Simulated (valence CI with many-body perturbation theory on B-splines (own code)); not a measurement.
Energy levels of Kr XXXII

Method: valence CI with perturbative core correlation (CI+MBPT): three valence electrons over a frozen Dirac-Fock core [He], radial functions for each j: 11 s, 11 p, 9 d, 7 f, 5 g, 2 h, 1 i, with the one-electron correlation potential Σ1, the two-electron term Σ2, the three-electron term Σ3, Breit, model QED; selected CI, second order for the rest (own B-spline code, finite nucleus).

No measured spectrum was set against this ion. As an estimate, large intervals hold to a few tenths of a per cent, small ones and those within an open d or f shell to about a per cent.

Levels 46 to 90 of 95, with energies above the lowest level, (2s^2 2p1/2) J=1/2. "Leading %" is the weight of the configuration and term that name the level; weights of strongly mixed levels are sums over their largest components and can fall short. In the jj column 3d3/2^4 stands for four electrons in 3d with j = 3/2. Lifetimes count E1, E2, E3, M1 and M2 decay at the calculated energies, and are blank where another channel may lead or the interval is too uncertain; long ones can be off by a factor of two.

```
No.  Configuration  Term    J  E (Ry)  Leading %      g  Lifetime                Leading jj
 46         2s2p3p    ²P  3/2  167.30         44  1.529   51.7 fs     2s 2p3/2 3p3/2 (95 %)
 47         2s2p3p    ²D  5/2  167.96         56  1.362   41.8 fs     2s 2p3/2 3p3/2 (96 %)
 48         2s2p3p    ²S  1/2  168.11         40  1.719   36.5 fs     2s 2p3/2 3p3/2 (75 %)
 49          2p²3s    ⁴P  1/2  168.34         44  2.049   68.6 fs         2p1/2^2 3s (70 %)
 50         2s2p3d   ⁴F°  9/2  169.20        100  1.328    815 ps    2s 2p3/2 3d5/2 (100 %)
 51         2s2p3d   ⁴D°  7/2  169.41         59  1.341   12.5 fs     2s 2p3/2 3d3/2 (53 %)
 52         2s2p3d   ⁴D°  5/2  169.41         52  1.278   11.6 fs     2s 2p3/2 3d3/2 (95 %)
 53         2s2p3d   ⁴P°  3/2  169.56         54  1.455   11.0 fs     2s 2p3/2 3d3/2 (94 %)
 54         2s2p3p    ²P  1/2  169.56         66  1.066   60.5 fs     2s 2p3/2 3p1/2 (86 %)
 55         2s2p3d   ⁴P°  1/2  169.62         88  2.369   12.8 fs     2s 2p3/2 3d3/2 (97 %)
 56         2s2p3p    ²D  3/2  169.63         68  0.958    116 fs     2s 2p3/2 3p1/2 (89 %)
 57         2s2p3d   ²D°  5/2  170.04         45  1.268   16.5 fs     2s 2p3/2 3d5/2 (96 %)
 58          2p²3p   ⁴D°  1/2  170.14         46  0.668   59.8 fs      2p1/2^2 3p1/2 (92 %)
 59         2s2p3d   ²P°  3/2  170.40         43  1.167   17.5 fs     2s 2p3/2 3d5/2 (89 %)
 60         2s2p3p    ²D  5/2  170.56         83  1.230    141 fs     2s 2p3/2 3p3/2 (85 %)
 61         2s2p3d   ²F°  7/2  170.78         90  1.165   9.64 fs     2s 2p3/2 3d5/2 (55 %)
 62         2s2p3p    ²P  3/2  170.85         55  1.223   93.5 fs     2s 2p3/2 3p3/2 (80 %)
 63         2s2p3d   ²P°  1/2  171.12         87  0.664   12.5 fs     2s 2p3/2 3d5/2 (95 %)
 64         2s2p3p    ²S  1/2  171.33         71  1.810    400 fs     2s 2p3/2 3p3/2 (85 %)
 65          2p²3s    ⁴P  3/2  171.70         87  1.660    132 fs     2p1/2 2p3/2 3s (91 %)
 66          2p²3p   ⁴D°  3/2  171.75         34  1.337   51.2 fs      2p1/2^2 3p3/2 (88 %)
 67          2p²3s    ²P  1/2  172.29         66  1.148   69.9 fs     2p1/2 2p3/2 3s (87 %)
 68          2p²3s    ⁴P  5/2  172.49         50  1.394   79.8 fs     2p1/2 2p3/2 3s (88 %)
 69         2s2p3d   ²F°  5/2  172.82         77  0.913   11.2 fs     2s 2p3/2 3d3/2 (88 %)
 70         2s2p3d   ²F°  7/2  172.92         87  1.158   24.2 fs     2s 2p3/2 3d5/2 (88 %)
 71          2p²3s    ²D  3/2  172.93         53  1.034   71.9 fs     2p1/2 2p3/2 3s (90 %)
 72         2s2p3d   ²D°  3/2  172.93         82  0.857   10.0 fs     2s 2p3/2 3d3/2 (82 %)
 73         2s2p3d   ²P°  1/2  173.29         87  0.672   14.2 fs     2s 2p3/2 3d3/2 (84 %)
 74          2p²3d    ⁴F  3/2  173.33         46  0.750   83.3 fs      2p1/2^2 3d3/2 (94 %)
 75         2s2p3d   ²D°  5/2  173.39         78  1.154   9.48 fs     2s 2p3/2 3d5/2 (92 %)
 76          2p²3p   ⁴P°  1/2  173.51         36  1.600   51.6 fs  2p1/2 2p3/2 3p1/2 (91 %)
 77         2s2p3d   ²P°  3/2  173.64         80  1.303   14.8 fs     2s 2p3/2 3d5/2 (77 %)
 78          2p²3p   ⁴D°  3/2  173.84         41  1.164   43.7 fs  2p1/2 2p3/2 3p1/2 (83 %)
 79          2p²3d    ⁴F  5/2  174.09         26  1.195   24.7 fs      2p1/2^2 3d5/2 (89 %)
 80          2p²3p   ²F°  5/2  174.38         32  1.151   78.3 fs  2p1/2 2p3/2 3p1/2 (88 %)
 81          2p²3p   ⁴D°  5/2  174.93         48  1.423   50.0 fs  2p1/2 2p3/2 3p3/2 (98 %)
 82          2p²3p   ⁴P°  1/2  175.11         44  1.849   45.6 fs  2p1/2 2p3/2 3p3/2 (96 %)
 83          2p²3p   ²D°  3/2  175.31         49  1.269   43.6 fs  2p1/2 2p3/2 3p3/2 (77 %)
 84          2p²3p   ²P°  3/2  175.56         32  1.438   38.7 fs  2p1/2 2p3/2 3p1/2 (70 %)
 85          2p²3p   ⁴D°  7/2  175.68         51  1.284   61.5 fs  2p1/2 2p3/2 3p3/2 (94 %)
 86          2p²3p   ²P°  3/2  176.14         53  1.337   39.8 fs  2p1/2 2p3/2 3p3/2 (93 %)
 87          2p²3p   ²D°  5/2  176.48         41  1.180   47.0 fs  2p1/2 2p3/2 3p3/2 (89 %)
 88          2p²3s    ²D  5/2  176.74         49  1.384   54.3 fs         2p3/2^2 3s (91 %)
 89          2p²3d    ⁴F  3/2  176.79         39  0.961   50.6 fs  2p1/2 2p3/2 3d3/2 (94 %)
 90          2p²3d    ⁴F  5/2  176.86         52  0.981    119 fs  2p1/2 2p3/2 3d3/2 (94 %)
```
